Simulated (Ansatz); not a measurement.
Consider the cleavage of the Si–Al bond: `O[SiH2]N[SiH2][AlH2]` + NH₃ → `N[SiH2]N[SiH2]O` + `[AlH3]`.

Computed with Ansatz on PBE0-D4/def2-TZVP structures; ΔE is electronic, products minus reactants. CCSD(T)/CBS is the MP2 limit (def2-TZVPP, def2-QZVPP) plus CCSD(T) − MP2 in def2-TZVPP, frozen cores. This one scheme is used for every species. Functionals use def2-TZVPP. B3LYP here is the variant with VWN-RPA as its local correlation; programs differ in this. Each species was taken in one conformer, which may not be the lowest.

`O[SiH2]N[SiH2][AlH2]`:

Cartesian coordinates in Å:
```
O -1.913 1.957 -1.296
Si -0.335 1.499 -1.374
N 0.208 0.618 -0.001
Si -0.326 -0.954 0.528
Al 1.504 -2.233 1.563
H -2.185 2.483 -0.542
H 0.569 2.677 -1.477
H -0.292 0.661 -2.593
H 0.896 1.081 0.573
H -0.863 -1.640 -0.684
H -1.484 -0.867 1.475
H 1.380 -3.795 1.833
H 2.843 -1.487 1.995
```

NH₃:

Z-matrix (Å, degrees):
```
N
H 1 1.013
H 1 1.013 2 107.1
H 1 1.013 2 107.1 3 -114.5
```

`N[SiH2]N[SiH2]O`:

```xyz
13

N     1.132    1.670    1.393
Si   -0.163    1.292    0.338
N     0.268   -0.041   -0.666
Si   -0.643   -1.431   -1.104
O    -0.062   -2.838   -0.475
H     1.309    2.626    1.651
H     1.459    1.026    2.094
H    -1.435    0.867    0.985
H    -0.399    2.560   -0.405
H     1.189    0.029   -1.081
H    -2.031   -1.174   -0.645
H    -0.574   -1.665   -2.565
H    -0.051   -2.921    0.479
```

`[AlH3]`:

Cartesian coordinates in Å:
```
Al 0.000 0.000 0.000
H 0.575 -1.004 1.085
H 0.492 1.507 -0.026
H -1.068 -0.504 -1.059
```

Task: Is it downhill or uphill in electronic energy at CCSD(T)/CBS, and by how much? (Best estimate.)

Result: Ansatz gave: Downhill: ΔE = -16.1 kcal/mol.

Task: What do these levels give: r2SCAN-D4, ωB97M-V, PBE, B3LYP, HF/def2-TZVPP, SCS-MP2/def2-TZVPP, CCSD(T)/def2-TZVPP, HF/def2-QZVPP, MP2/def2-QZVPP, HF/CBS(def2), MP2/CBS(def2), CCSD/CBS(def2)? (Best estimate.)

Result: Computed: r2SCAN-D4 -15.2, ωB97M-V -17.9, PBE -11.4, B3LYP -16.1, HF/def2-TZVPP -20.2, SCS-MP2/def2-TZVPP -18.4, CCSD(T)/def2-TZVPP -15.9, HF/def2-QZVPP -20.5, MP2/def2-QZVPP -18.3, HF/CBS(def2) -20.5, MP2/CBS(def2) -18.2, CCSD/CBS(def2) -16.6 kcal/mol.

Largest T1 diagnostic among the species: 0.012.

From PBE to PBE0 (25 % exact exchange), in def2-TZVPP and without D4, ΔE moves by −1.7 kcal/mol. In def2-TZVPP, CCSD(T) changes the Hartree–Fock value by +4.2 kcal/mol (the triples alone add +0.5 kcal/mol) and MP2 by +2.1 kcal/mol.
